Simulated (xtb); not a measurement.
xtb input (GFN2-xTB):

```bash
xtb mol.xyz --gfn 2 --sp --chrg 0 --uhf 0
```
mol.xyz:
```
14

C      1.87416160    -1.38694031     0.79260216
O      1.46805950    -0.16665401     0.23333564
Al     0.04154947     0.57826230    -0.26833084
N      0.15597495     2.17077198    -1.00730250
O     -1.48801061    -0.11101436    -0.10448929
C     -2.06491448    -1.26785139     0.43929983
H      2.76422691    -1.75469013     0.27367128
H      2.12876037    -1.25864022     1.84959931
H      1.10021902    -2.15974022     0.72232612
H     -0.63208668     2.70575344    -1.33220606
H      1.01811179     2.66672767    -1.16078431
H     -2.36000348    -1.95967179    -0.35620720
H     -2.96239733    -1.00333466     1.00613392
H     -1.38467228    -1.79912075     1.11470264
```

End of the output:

```
         :::::::::::::::::::::::::::::::::::::::::::::::::::::
         ::                     SUMMARY                     ::
         :::::::::::::::::::::::::::::::::::::::::::::::::::::
         :: total energy             -20.586525510017 Eh    ::
         :: gradient norm              0.014575436565 Eh/a0 ::
         :: HOMO-LUMO gap              3.882947728459 eV    ::
         ::.................................................::
         :: SCC energy               -20.782279438153 Eh    ::
         :: -> isotropic ES            0.091246594401 Eh    ::
         :: -> anisotropic ES          0.008692182923 Eh    ::
         :: -> anisotropic XC          0.001813903652 Eh    ::
         :: -> dispersion             -0.006676719278 Eh    ::
         :: repulsion energy           0.195753928136 Eh    ::
         :: add. restraining           0.000000000000 Eh    ::
         :: total charge              -0.000000000000 e     ::
         :::::::::::::::::::::::::::::::::::::::::::::::::::::

           -------------------------------------------------
          |                Property Printout                |
           -------------------------------------------------

    * Orbital Energies and Occupations

         #    Occupation            Energy/Eh            Energy/eV
      -------------------------------------------------------------
         1        2.0000           -0.6728105             -18.3081
       ...           ...                  ...                  ...
         6        2.0000           -0.5451285             -14.8337
         7        2.0000           -0.5228289             -14.2269
         8        2.0000           -0.5205563             -14.1651
         9        2.0000           -0.5193163             -14.1313
        10        2.0000           -0.5176619             -14.0863
        11        2.0000           -0.5125622             -13.9475
        12        2.0000           -0.4992527             -13.5854
        13        2.0000           -0.4547151             -12.3734
        14        2.0000           -0.4242112             -11.5434
        15        2.0000           -0.4186775             -11.3928
        16        2.0000           -0.4144301             -11.2772
        17        2.0000           -0.4026472             -10.9566
        18        2.0000           -0.3762160             -10.2374 (HOMO)
        19                         -0.2335203              -6.3544 (LUMO)
        20                         -0.0806446              -2.1945
        21                         -0.0336849              -0.9166
        22                         -0.0150567              -0.4097
        23                          0.0329113               0.8956
        24                          0.0517435               1.4080
        25                          0.0815750               2.2198
        26                          0.1211066               3.2955
        27                          0.1618493               4.4041
        28                          0.1630818               4.4377
        29                          0.2002140               5.4481
       ...                                ...                  ...
        37                          0.9692463              26.3745
      -------------------------------------------------------------
                  HL-Gap            0.1426957 Eh            3.8829 eV
             Fermi-level           -0.3048682 Eh           -8.2959 eV

     #   Z          covCN         q      C6AA      α(0)
     1   6 C        3.667     0.050    19.982     6.410
     2   8 O        1.585    -0.348    19.902     6.020
     3  13 Al       2.346     0.407   103.213    21.501
     4   7 N        2.505    -0.399    30.386     8.186
     5   8 O        1.585    -0.348    19.902     6.020
     6   6 C        3.667     0.050    19.982     6.410
     7   1 H        0.924     0.043     2.416     2.431
     8   1 H        0.924     0.040     2.455     2.450
     9   1 H        0.924     0.036     2.506     2.476
    10   1 H        0.862     0.175     1.240     1.745
    11   1 H        0.862     0.175     1.240     1.745
    12   1 H        0.924     0.040     2.455     2.450
    13   1 H        0.924     0.043     2.416     2.431
    14   1 H        0.924     0.036     2.506     2.476

 Mol. C6AA /au·bohr⁶  :       1980.892654
 Mol. C8AA /au·bohr⁸  :      62031.332749
 Mol. α(0) /au        :         72.749666

Wiberg/Mayer (AO) data.
largest (>0.10) Wiberg bond orders for each atom

 ---------------------------------------------------------------------------
     #   Z sym  total        # sym  WBO       # sym  WBO       # sym  WBO
 ---------------------------------------------------------------------------
     1   6 C    3.954 --     8 H    0.979     2 O    0.978     7 H    0.977
                             9 H    0.975
     2   8 O    2.344 --     3 Al   1.242     1 C    0.978
     3  13 Al   3.956 --     4 N    1.285     5 O    1.242     2 O    1.242
     4   7 N    3.250 --     3 Al   1.285    10 H    0.932    11 H    0.932
     5   8 O    2.344 --     3 Al   1.242     6 C    0.978
     6   6 C    3.954 --    12 H    0.979     5 O    0.978    13 H    0.977
                            14 H    0.975
     7   1 H    0.998 --     1 C    0.977
     8   1 H    0.998 --     1 C    0.979
     9   1 H    0.999 --     1 C    0.975
    10   1 H    0.969 --     4 N    0.932
    11   1 H    0.969 --     4 N    0.932
    12   1 H    0.998 --     6 C    0.979
    13   1 H    0.998 --     6 C    0.977
    14   1 H    0.999 --     6 C    0.975
 ---------------------------------------------------------------------------

Topologies differ in total number of bonds
Writing topology from bond orders to xtbtopo.mol

molecular dipole:
                 x           y           z       tot (Debye)
 q only:       -0.015      -0.208       0.096
   full:       -0.018      -0.257       0.119       0.722
molecular quadrupole (traceless):
                xx          xy          yy          xz          yz          zz
 q only:       -2.531       0.433       4.431      -0.418      -3.724      -1.900
Note: The following floating-point exceptions are signalling: IEEE_UNDERFLOW_FLAG IEEE_DENORMAL
normal termination of xtb
  q+dip:       -2.350       0.435       4.337      -0.370      -3.724      -1.987
   full:       -3.774       0.399       4.550      -0.656      -3.106      -0.776

           -------------------------------------------------
          | TOTAL ENERGY              -20.586525510017 Eh   |
          | GRADIENT NORM               0.014575436565 Eh/α |
          | HOMO-LUMO GAP               3.882947728459 eV   |
           -------------------------------------------------

------------------------------------------------------------------------
------------------------------------------------------------------------
 total:
 SCF:
```
